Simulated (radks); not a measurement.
Task: These are the eigenvalues of the occupied orbitals of an atom or ion with whole-number occupations (eV). All-electron calculation, scalar-relativistic Kohn-Sham, PBE, spin-polarised, spherical densities, point nucleus. Program: a radial shooting solver on a logarithmic mesh with Libxc functionals.

orbital  eigenvalue
1s up     -21952.54
1s down   -21952.33
2s up     -3168.368
2s down   -3167.783
2p up     -2839.127
2p down   -2838.583
3s up     -569.4202
3s down   -568.9533
3p up     -461.2300
3p down   -460.7013
3d up     -287.1644
3d down   -286.4742
4s up      -90.3810
4s down    -87.0590
4p up      -60.1428
4p down    -56.7566
4d up      -17.5136
4d down    -14.3440
5s up      -12.6125

Which element is it, and in what charge state? The configuration may be excited. Open shells, if any, are filled with parallel spins first.

Result: Z = 44, ruthenium, charge +1: Ru+ in [Ar] 3d10 4s2 4p5 4d7 5s1. The list shows which subshells hold electrons but not how many an open one holds; the 1s level, -806.74 hartree, gives Z - s = 40.2 by -(Z - s)^2/2, which with screening and relativity narrows Z to a few neighbours, and the depths of the outer levels then fix element, charge and occupations together.
